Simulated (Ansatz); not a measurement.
Geometry optimisation, RHF/def2-SVP in Ansatz.

input.yaml

```yaml
crystal:
  periodic: [false, false, false]
  atoms:
    - { symbol: Ga, position_ang: [0.0, 0.0, 0.0] }
    - { symbol: H, position_ang: [0.0, 0.0, 1.92] }
    - { symbol: H, position_ang: [1.3596, 0.0, -0.785] }
    - { symbol: H, position_ang: [-1.3596, 0.0, -0.785] }
    - { symbol: O, position_ang: [0.0874, -1.9815, 0.659] }
    - { symbol: H, position_ang: [-0.4591, -2.5661, 0.0429] }
    - { symbol: H, position_ang: [0.0441, -1.0002, 1.8157] }
basis:
  gaussian: { orbitals: def2-SVP }
hamiltonian:
  xc: hf
relax:
  f_tol: 0.15
  max_steps: 25
  restrain:
    - { distance: [0, 4], at: 2.99, k: 30.0 }
    - { distance: [6, 1], at: 1.86, k: 30.0 }
    - { distance: [0, 1], at: 1.57, k: 30.0 }
    - { distance: [6, 4], at: 1.01, k: 30.0 }
```

Run as:

```bash
$ ansatz run input.yaml --threads 1 --pin off --max-ram 2048MiB --backend cpu --events-out ev --progress --plain --runs-dir out
```

Where does it end, and by what steps?

The forces met the threshold. The restraints hold the end off the free minimum. After 11 steps the energy has fallen by 2.348 eV (the restraints' own energy left out); H6 moved furthest, 0.93 Å. Parted: Ga1–O5 (2.09 → 2.98 Å). Joined: O5–H7 (1.52 → 0.97 Å).

```json
{"step": "0", "energy less start (eV)": "0.0000", "largest force component (eV/Å)": "3.742", "accepted": "yes"}
{"step": "1", "energy less start (eV)": "0.4032", "largest force component (eV/Å)": "3.533", "accepted": "yes"}
{"step": "2", "energy less start (eV)": "-0.4989", "largest force component (eV/Å)": "4.283", "accepted": "yes"}
{"step": "3", "energy less start (eV)": "-1.5313", "largest force component (eV/Å)": "2.528", "accepted": "yes"}
{"step": "4", "energy less start (eV)": "-2.0027", "largest force component (eV/Å)": "1.953", "accepted": "yes"}
{"step": "5", "energy less start (eV)": "-2.1695", "largest force component (eV/Å)": "1.586", "accepted": "yes"}
{"step": "6", "energy less start (eV)": "-2.2688", "largest force component (eV/Å)": "1.431", "accepted": "yes"}
{"step": "7", "energy less start (eV)": "-2.3294", "largest force component (eV/Å)": "1.280", "accepted": "yes"}
{"step": "8", "energy less start (eV)": "-2.3474", "largest force component (eV/Å)": "1.236", "accepted": "yes"}
{"step": "9", "energy less start (eV)": "-2.2729", "largest force component (eV/Å)": "2.070", "accepted": "no"}
{"step": "10", "energy less start (eV)": "-2.3400", "largest force component (eV/Å)": "1.458", "accepted": "no"}
{"step": "11", "energy less start (eV)": "-2.3479", "largest force component (eV/Å)": "1.239", "accepted": "yes"}
```

```xyz
7
Properties=species:S:1:pos:R:3
Ga 0.063 0.369 -0.114
H -0.015 0.128 1.441
H 1.448 0.684 -0.783
H -1.277 0.366 -0.941
O 0.123 -2.445 0.865
H -0.703 -2.908 0.871
H 0.034 -1.741 1.529
```

Run time: 6.1 s on 1 thread of AMD EPYC 9R45 96-Core Processor (Zen 5) (shared host), peak memory 0.14 GiB.
